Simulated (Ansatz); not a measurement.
Reaction (cleavage of the Al–B bond): `[BH2][AlH][AlH][CH3]` + H–F → `[CH3][AlH][AlH][F]` + BH₃

Calculated with Ansatz (gas phase, PBE0-D4/def2-TZVP geometries, no zero-point term in ΔE). CCSD(T)/CBS is the MP2 limit (def2-TZVPP, def2-QZVPP) plus CCSD(T) − MP2 in def2-TZVPP, frozen cores. This one scheme is used for every species. DFT in def2-TZVPP. B3LYP here is the variant with VWN-RPA as its local correlation; programs differ in this. One conformer a species, not always the lowest.

`[BH2][AlH][AlH][CH3]`:

```xyz
11

B     2.194    0.541   -1.961
Al    1.639    0.430    0.065
Al   -0.477   -0.875    0.832
C    -2.270   -0.088    0.949
H     2.889   -0.283   -2.492
H     1.782    1.394   -2.700
H     2.543    1.171    1.162
H    -0.358   -2.424    1.217
H    -2.311    0.979    0.723
H    -2.686   -0.241    1.951
H    -2.945   -0.605    0.255
```

H–F:

Cartesian coordinates in Å:
```
F 0.270 -0.035 -0.371
H -0.270 0.035 0.371
```

`[CH3][AlH][AlH][F]`:

```xyz
9

C    -1.741    0.335    0.005
Al   -0.065   -0.417   -0.671
Al    2.217   -0.169    0.546
F     3.076    1.211    0.201
H    -2.243    0.915   -0.777
H    -2.426   -0.478    0.271
H    -1.626    0.974    0.883
H    -0.137   -1.236   -2.041
H     2.944   -1.135    1.584
```

BH₃:

Z-matrix (Å, degrees):
```
B
H 1 1.193
H 1 1.193 2 120.0
H 1 1.193 2 120.0 3 180.0
```

Q: Is it downhill or uphill in electronic energy at CCSD(T)/CBS, and by how much? (Best estimate.)

A: The calculation gave: Downhill: ΔE = -2.17 eV.

Q: What do these levels give: LDA (SPW92), B3LYP-D4, BHLYP-D4, CAM-B3LYP-D4, ωB97M-V, r2SCAN, r2SCANh, HF/def2-SVP, CCSD/def2-SVP, CCSD(T)/def2-TZVPP, MP2/CBS(def2), CCSD/CBS(def2)? (An estimate is asked.)

A: Computed: LDA (SPW92) -1.88, B3LYP-D4 -2.21, BHLYP-D4 -2.30, CAM-B3LYP-D4 -2.30, ωB97M-V -2.22, r2SCAN -2.13, r2SCANh -2.14, HF/def2-SVP -2.39, CCSD/def2-SVP -2.22, CCSD(T)/def2-TZVPP -2.15, MP2/CBS(def2) -2.29, CCSD/CBS(def2) -2.20 eV.

Largest T1 diagnostic among the species: 0.013.

Leaving LDA and LC-ωPBE aside and taking each functional with its dispersion term where it has one, the values, not all of them listed here, spread over 0.37 eV, from BHLYP-D4 to revPBE-D4. LDA lies +0.07 eV from PBE without D4. From PBE to PBE0 (25 % exact exchange), in def2-TZVPP and without D4, ΔE moves by −0.06 eV. The D4 term adds +0.04 eV with B3LYP and +0.02 eV with PBE0; it sums over pairs of atoms, weighted by their polarisabilities, and B3LYP, whose exchange is more repulsive, gets the larger term.
